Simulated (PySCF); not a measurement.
From one molecule to another.

First species: 2-thiophenemethanol, C₅H₆OS.
SMILES: `C(c1sccc1)O`

Second species: C5H12P (charge +1).
SMILES: `CC[P+]1(C)CC1`

Levels: wB97X-D/def2-SVPD for HOMO energy, LUMO energy, HOMO–LUMO gap, static isotropic polarisability and electronic spatial extent ⟨r²⟩ about the centre of nuclear charge; TDDFT wB97X-D/def2-SVPD for lowest singlet excitation; TDA wB97X-D/def2-SVPD for lowest triplet excitation (Tamm–Dancoff); GFN2-xTB for rotational constant A and rotational constant C. Geometries: GFN2-xTB. Each structure is a single optimised conformer of the isolated species, non-relativistic unless stated; the electronic structure was computed with PySCF and density fitting.

The conformers computed, where there is a choice (atom-mapped SMILES and torsion angles):
- `[OH:1][CH2:2][c:3]1[cH:4][cH:5][cH:6][s:7]1`: O1–C2–C3–C4 85°, H–O1–C2–C3 59°
- `[CH3:1][CH2:2][P+:3]1([CH3:4])[CH2:5][CH2:6]1`: C1–C2–P3–C4 58°

Which of the two has the higher static isotropic polarisability, and by how much?

The first: 78.6 au against 75.7 au, a difference of 2.9 au.

Which of the two has the higher LUMO energy, and by how much?

The first: 1.03 eV against -2.58 eV, a difference of 3.61 eV.

Which has the higher HOMO energy?

The first: -8.76 eV against -15.22 eV, a difference of 6.46 eV.

Which of the two has the higher rotational constant A, and by how much?

The first: 4.528 GHz against 4.024 GHz, a difference of 0.504 GHz.

Which has the higher ⟨r²⟩?

The first: 882 bohr² against 806 bohr², a difference of 76 bohr².

Which has the higher rotational constant C?

The second: 1.733 GHz against 1.358 GHz, a difference of 0.375 GHz.

Which of the two has the higher S1 energy, and by how much?

The second: 8.27 eV against 5.69 eV, a difference of 2.58 eV.

Which of the two has the higher T1 energy, and by how much?

The second: 6.54 eV against 3.79 eV, a difference of 2.75 eV.

On the first: The 8 singlets span 5.69 to 7.42 eV, and their oscillator strengths add up to 0.35. The principal polarisabilities are 57.1, 84.7 and 94.1 au; their mean is the isotropic value.

On the second: The principal polarisabilities are 64.9, 74.7 and 87.7 au; their mean is the isotropic value. S1 lies 4.37 eV below the HOMO–LUMO gap; its leading configuration is HOMO→LUMO, weight 0.84.
